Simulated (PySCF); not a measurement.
CH9NOSi2.
Bonds: C1–O2, O2–Si3, Si3–N4, N4–Si5. Hydrogens: H6, H7, H8 on C1; H9, H10 on Si3; H11 on N4; H12, H13, H14 on Si5.

Computed with PySCF at PBE0/pcSseg-1 and wB97X-D/def2-SVPD, non-relativistic, on one gas-phase PBE0-D3(BJ)/def2-SVP geometry that isn't relaxed in the solvent. The solvent is an IEF-PCM continuum (Bondi radii, 1.10 Å for H, scaled by 1.2). The model holds no explicit solvent molecules, cavitation or dispersion.

Gas phase at PBE0/pcSseg-1: HOMO -7.77 eV, LUMO 0.45 eV, dipole 0.96 D.

Q: What does the continuum do to the energy, the frontier levels and the dipole at PBE0/pcSseg-1 in cyclohexane and acetone?

A: 
```csv
solvent,ε,E(solvent) − E(gas) (kcal/mol),polarisation term (kcal/mol),distortion of the solute (kcal/mol),HOMO (eV),LUMO (eV),dipole (D)
cyclohexane,2.017,-1.35,-1.40,0.05,-7.73,0.52,1.05
acetone,20.49,-3.41,-3.75,0.34,-7.72,0.57,1.21
```

The first energy column is the sum of the next two and covers electrostatics alone. From cyclohexane to acetone the lowering changes by a factor 2.52, Onsager's factor (ε − 1)/(2ε + 1) by 2.30 and ε itself by 10.2.

Q: Which Hirshfeld charges (PBE0/pcSseg-1) respond most in acetone (means over atoms taken as equivalent)?

A: 
| atoms | environment | gas (e) | solvent (e) | change |
| --- | --- | --- | --- | --- |
| O2 | silyl ether oxygen | -0.241 | -0.255 | -0.014 |
| H11 | N–H hydrogen | +0.124 | +0.136 | +0.012 |
| H6/H7/H8 | methyl hydrogen | +0.041 | +0.045 | +0.004 |
| Si3 | oxygen-bound silicon | +0.412 | +0.409 | -0.003 |
| H12/H13/H14 | Si–H hydrogen | -0.080 | -0.082 | -0.002 |
| C1 | methoxy carbon | -0.035 | -0.037 | -0.002 |
| N4 | nitrogen bridging silicon atoms | -0.322 | -0.323 | -0.001 |
| H9/H10 | Si–H hydrogen | -0.087 | -0.088 | -0.001 |
| Si5 | SiH3 silicon | +0.354 | +0.354 | 0.000 |

Q: How do the nuclear quadrupole coupling constants eQVzz/h respond in acetone?

A: 
```tsv
nucleus	Q (barn)	gas (MHz)	solvent (MHz)	η gas	η solvent
17O at O2	-0.0256	-10.50	-10.30	0.46	0.46
14N at N4	0.02044	-3.65	-3.48	0.40	0.34
```

Gas phase at wB97X-D/def2-SVPD: HOMO -9.68 eV, LUMO 1.80 eV, dipole 0.92 D.

Q: What does the continuum do to the energy, the frontier levels and the dipole at wB97X-D/def2-SVPD in acetone?

A: 
```csv
solvent,ε,E(solvent) − E(gas) (kcal/mol),polarisation term (kcal/mol),distortion of the solute (kcal/mol),HOMO (eV),LUMO (eV),dipole (D)
acetone,20.49,-3.21,-3.62,0.41,-9.63,1.92,1.23
```

Q: How does the static polarisability (wB97X-D/def2-SVPD, frozen core, with the continuum's full static response) change?

A: 
| medium | isotropic (au) | principal values (au) | ⟨r²⟩ of the electrons (bohr²) |
| --- | --- | --- | --- |
| gas | 77.9 | 69.2, 72.5, 92.0 | 1019.5 |
| acetone | 100.8 | 94.2, 96.8, 111.3 | 1018.7 |

The isotropic value in acetone is 1.29 times the gas-phase one; no cavity-field correction is applied. ⟨r²⟩ is taken about the centre of nuclear charge.

Time: 15 s of wall time; peak memory 0.88 GiB. Hardware: one thread, Arm Neoverse V2 (aarch64), shared host with 96 logical CPUs at a one-minute load of 80. This is the whole shielding run at PBE0/pcSseg-1 in acetone, SCF included.

Shape of the structure used: `[CH3:1][O:2][SiH2:3][NH:4][SiH3:5]`: C1–O2–Si3–N4 179°, O2–Si3–N4–Si5 84°.

Note: wB97X-D ran without an empirical dispersion term, which enters the total energy and its gradient alone.
